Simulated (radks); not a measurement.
Neutral ruthenium, 44 electrons, occupied as [Kr] 4d7 5s1. All-electron calculation, scalar-relativistic Kohn-Sham, Slater X-alpha with alpha = 0.621, spin-unpolarised, spherical densities, finite nucleus; Fermi nuclear charge, rms radius 4.4809 fm. Program: a radial shooting solver on a logarithmic mesh with Libxc functionals.

Normalised radial functions P(r) = r R(r), r in bohr:

r	3p	5s
0.00495	0.0257	0.0391
0.005762	0.0336	0.0434
0.006655	0.0434	0.0476
0.007686	0.0558	0.0518
0.008947	0.0725	0.0560
0.01033	0.0927	0.0597
0.01193	0.1180	0.0627
0.01389	0.1515	0.0649
0.01604	0.1908	0.0656
0.01853	0.2385	0.0644
0.02157	0.2993	0.0606
0.02491	0.3673	0.0541
0.02877	0.4457	0.0442
0.03349	0.5384	0.0298
0.03868	0.6334	0.0124
0.04467	0.7305	-0.0085
0.05201	0.8277	-0.0332
0.06006	0.9042	-0.0574
0.06936	0.9522	-0.0801
0.08075	0.9551	-0.0989
0.09326	0.8955	-0.1081
0.1077	0.7605	-0.1052
0.1254	0.5262	-0.0860
0.1448	0.2179	-0.0518
0.1672	-0.1599	-0.0040
0.1947	-0.6011	0.0549
0.2248	-1.0133	0.1091
0.2597	-1.3674	0.1497
0.3023	-1.6240	0.1652
0.3491	-1.7206	0.1450
0.4032	-1.6655	0.0889
0.4694	-1.4648	-0.0018
0.5421	-1.1848	-0.1013
0.626	-0.8734	-0.1919
0.7288	-0.5681	-0.2523
0.8417	-0.3378	-0.2574
0.972	-0.1779	-0.2037
1.132	-0.0781	-0.0895
1.307	-0.0307	0.0557
1.509	-0.0102	0.2135
1.757	-0.0026	0.3684
2.029	-0.0006	0.4846
2.343	-0.0001	0.5595
2.728	0.0000	0.5890
3.151	0.0000	0.5724
3.639	0.0000	0.5203
4.236	0.0000	0.4384
4.892	0.0000	0.3483
5.65	0.0000	0.2581
6.577	0.0000	0.1733
7.596	0.0000	0.1091
8.772	0.0000	0.0626
10.21	0.0000	0.0312
11.79	0.0000	0.0144

3p: eigenvalue -442.64 eV, 1 radial node at r = 0.158 bohr, <r> = 0.404 bohr, 90 % of the charge inside 0.610 bohr. 5s: eigenvalue -3.409 eV, 4 radial nodes at r = 0.0422, 0.169, 0.468, 1.24 bohr, <r> = 3.48 bohr, 90 % of the charge inside 5.33 bohr.
